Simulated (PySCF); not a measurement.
Gas-phase reaction: CdBr2 + 2 F = CdF2 + Br2

Computed with PySCF and rigid-rotor harmonic-oscillator thermochemistry at 1 bar. † marks an energy on the PBE0/def2-TZVP geometry and frequencies; other levels use their own. MP2 freezes the core. Open shells (unrestricted): F (multiplicity 2, electronic degeneracy 6); the rest are closed-shell singlets. Spin-orbit splitting is ignored; it lowers the true energy and changes the entropy of F. Cd: scalar-relativistic def2 core potential, no spin-orbit coupling. Br: all electrons, no relativistic terms. MP2 isn't extrapolated to the basis-set limit; its ΔH°(298 K) is -320.3 kJ in def2-SVP and -390.4 kJ in def2-TZVPP. The harmonic model lacks anharmonicity and excited electronic states, which grow with temperature; levels with a mode under 35 cm⁻¹ are left out. Soft modes under 120 cm⁻¹ make the harmonic entropy rough for CdBr2.

| level | ΔE electronic, kJ | ΔH°(298 K), kJ | ΔS°(298 K), J/K | ΔG°(800 K), kJ |
|---|---|---|---|---|
| HF/def2-TZVP† | -68 | -66 | -123 | 35 |
| MP2/def2-SVP† | -322 | -320 | -123 | -219 |
| MP2/def2-TZVPP† | -392 | -390 | -123 | -289 |
| PBE/def2-SVP | -429 | -427 | -122 | -327 |
| PBE/def2-TZVP† | -435 | -433 | -123 | -332 |
| PBE0/def2-QZVP† | -372 | -370 | -123 | -269 |
| PBE0/def2-SVP† | -341 | -339 | -123 | -238 |
| LDA/def2-TZVP† | -541 | -539 | -123 | -438 |
| ωB97M-V/def2-TZVP† | -369 | -368 | -123 | -267 |
ΔH° is lowest at LDA/def2-TZVP† and highest at HF/def2-TZVP†. No reference value is set beside these.
